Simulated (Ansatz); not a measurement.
`[NH2][Cd][Cl]` + H₂O → `[NH2][Cd][OH]` + HCl at 298.15 K and 1 bar (formal hydrolysis of a Cd–Cl bond).

Calculated with Ansatz (gas phase, PBE0-D4/def2-TZVP geometries, no zero-point term in ΔE). CCSD(T)/CBS is the MP2 limit (def2-TZVPP, def2-QZVPP) plus CCSD(T) − MP2 in def2-TZVPP, frozen cores. This one scheme is used for every species. Elements past krypton have def2 core potentials. For Cd outer-core shells are correlated without core-valence functions, which leaves a few kJ/mol of doubt a bond. Each species was taken in one conformer, which may not be the lowest.

```csv
species,CCSD(T)/CBS energy (Eh),H − E (kJ/mol),S (J/(mol·K))
`[NH2][Cd][Cl]`,-683.44247,83.2,304.7
H₂O,-76.37941,66.4,188.7
`[NH2][Cd][OH]`,-299.39515,115.0,305.5
HCl,-460.38127,26.6,186.8
```

H − E and S are ideal-gas, rigid-rotor, harmonic terms from PBE0-D4/def2-TZVP, for one conformer and one mirror image of each species. 1 Eh = 2625.50 kJ/mol, R = 8.31446 J/(mol·K).

Task: By hand: ΔE, ΔH, ΔS and ΔG.

Result: ΔE = (-299.39515) + (-460.38127) − (-683.44247) − (-76.37941) = 0.04546 Eh = 119.4 kJ/mol. Δ(H − E) = 115.0 + 26.6 − 83.2 − 66.4 = -8.0, so ΔH = 111.4 kJ/mol. ΔS = 305.5 + 186.8 − 304.7 − 188.7 = -1.1 J/(mol·K). ΔG = 111.4 − 298.15 × (-1.1)/1000 = 111.7 kJ/mol.

Task: By hand: the equilibrium constant, and the temperature at which ΔG would vanish if ΔH and ΔS stayed fixed.

Result: log₁₀ K = −ΔG/(RT ln 10) = -19.6. ΔH and −TΔS have one sign here, so there is no such temperature.

The number of gas molecules stays the same, so ΔS is small and ΔH decides. A doubt of 5 kJ/mol in ΔE shifts log₁₀ K by 0.9 here. Other conformers and mirror images would add mixing entropy, several J/(mol·K) or more a flexible species. These are equilibria of isolated gas molecules and say nothing of rates. Largest T1 diagnostic: 0.016 (customary marks: 0.02 for closed shells, 0.045 for open ones).

ΔS is within the doubt of such terms, so its sign, and with it that verdict, could turn.
